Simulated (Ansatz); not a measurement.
Geometry optimisation, UHF/def2-SVP in Ansatz.

The input (input.yaml):

```yaml
crystal:
  periodic: [false, false, false]
  atoms:
    - { symbol: B, position_ang: [0.0, 0.0, -0.358162] }
    - { symbol: Cl, position_ang: [0.0, 0.0, 2.714406] }
    - { symbol: Cl, position_ang: [1.534405, 0.0, -1.180971] }
    - { symbol: Cl, position_ang: [-1.534405, 0.0, -1.180971] }
    - { symbol: H, position_ang: [0.0, 0.0, 4.035698] }
magnetization:
  spin_polarized: true
  initial_magnetization: 1
basis:
  gaussian: { orbitals: def2-SVP }
hamiltonian:
  xc: hf
relax:
  f_tol: 0.03
  max_steps: 50
```

Command:

```bash
$ ansatz run input.yaml --threads 1 --pin off --max-ram 2048MiB --backend cpu --events-out ev --progress --plain --runs-dir out
```

Where does it end, and by what steps?

The run converged. The force dipped under the threshold on the way, but the program's further checks kept it going. After 9 steps the energy has fallen by 0.162 eV; Cl2 moved furthest, 0.77 Å.

```json
{"step": "0", "energy less start (eV)": "0.0000", "largest force component (eV/Å)": "1.851", "accepted": "yes"}
{"step": "1", "energy less start (eV)": "-0.1160", "largest force component (eV/Å)": "0.628", "accepted": "yes"}
{"step": "2", "energy less start (eV)": "-0.1468", "largest force component (eV/Å)": "0.071", "accepted": "yes"}
{"step": "3", "energy less start (eV)": "-0.1543", "largest force component (eV/Å)": "0.199", "accepted": "yes"}
{"step": "4", "energy less start (eV)": "-0.1583", "largest force component (eV/Å)": "0.096", "accepted": "yes"}
{"step": "5", "energy less start (eV)": "-0.1605", "largest force component (eV/Å)": "0.088", "accepted": "yes"}
{"step": "6", "energy less start (eV)": "-0.1612", "largest force component (eV/Å)": "0.078", "accepted": "yes"}
{"step": "7", "energy less start (eV)": "-0.1618", "largest force component (eV/Å)": "0.005", "accepted": "yes"}
{"step": "8", "energy less start (eV)": "-0.1621", "largest force component (eV/Å)": "0.011", "accepted": "yes"}
{"step": "9", "energy less start (eV)": "-0.1621", "largest force component (eV/Å)": "0.001", "accepted": "yes"}
```

```xyz
5
Properties=species:S:1:pos:R:3
B 0.000 0.000 -0.865
Cl 0.000 0.000 3.488
Cl 1.537 0.000 -1.677
Cl -1.537 0.000 -1.677
H 0.000 0.000 4.760
```

The run took 12 s on 1 thread of Arm Neoverse V1, with other jobs on the host, peak memory 0.16 GiB.
